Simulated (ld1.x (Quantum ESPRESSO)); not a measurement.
u(r) = r·R(r): atom against pseudo-atom (Fe (Z = 26))

Columns: radius, all-electron u(r) and pseudo u(r) of the 4s shell (level -5.59 eV) of iron in the configuration [Ne] 3s2 3p6 3d6 4s1.75 4p0.25; PBE, scalar-relativistic, PAW scheme, ld1.x (Quantum ESPRESSO) 7.5.

```tsv
r (bohr)	all-electron	pseudo
0.088	-0.0340	0.2103
0.175	-0.1655	0.3981
0.262	-0.0936	0.5487
0.350	0.0533	0.6505
0.438	0.1809	0.6950
0.525	0.2548	0.6830
0.612	0.2746	0.6218
0.700	0.2502	0.5210
0.788	0.1950	0.3951
0.875	0.1221	0.2598
0.962	0.0401	0.1260
1.050	-0.0453	0.0011
1.138	-0.1287	-0.1083
1.225	-0.2064	-0.1998
1.312	-0.2778	-0.2767
1.400	-0.3426	-0.3427
1.487	-0.3993	-0.3993
1.575	-0.4492	-0.4492
1.662	-0.4913	-0.4913
1.750	-0.5272	-0.5272
1.838	-0.5569	-0.5569
1.925	-0.5805	-0.5805
2.012	-0.5990	-0.5990
2.100	-0.6131	-0.6131
2.188	-0.6229	-0.6229
2.275	-0.6289	-0.6289
```

(1) How many radial nodes do the two functions have?

(2) At about which radius was the pseudo-wave matched?

(3) Is the pseudo-wave norm-conserving?

Answers

(1) The all-electron 4s function has n − l − 1 = 3 (the table is too coarse to show those close to the nucleus); the pseudo-wave has 1, since 1 lower shell of the same l stays in the valence.

(2) 1.50 bohr. The columns agree to 0.0005 from 1.40 bohr on; several derivatives are matched, so the curves merge somewhat inside the radius.

(3) No, it belongs to a PAW set: the norm inside the radius is not constrained, and the difference is carried by the augmentation charge.
